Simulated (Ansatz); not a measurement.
Species: F2ISi, SMILES `F[Si](F)I` (charge 0, multiplicity 2).

Problem. Give a relaxed geometry from r2SCAN-D4/def2-TZVP run with Ansatz (a program for electronic structure).

Solution. the end point of this relaxation (outside a Z-matrix the atoms follow the SMILES, hydrogens last).
Bonds (Å): F1–Si2 1.590, Si2–F3 1.590, Si2–I4 2.442. Bond angles (°): F1–Si2–F3 106.0, F1–Si2–I4 109.7, F3–Si2–I4 109.7.
